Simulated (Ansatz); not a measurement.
A geometry relaxed with PBE0-D4/def2-TZVP run with Ansatz (an electronic-structure program), charge 0, multiplicity 1:

```xyz
5

Cl     2.0511    -1.3318    -0.0380
Ga     0.3999    -0.0200    -0.0027
H     -1.9148    -0.0297     0.0103
Cl     0.6917     2.0829     0.0371
O     -1.2278    -0.7015    -0.0067
```

Write the SMILES of this molecule.

`[OH][Ga]([Cl])[Cl]`
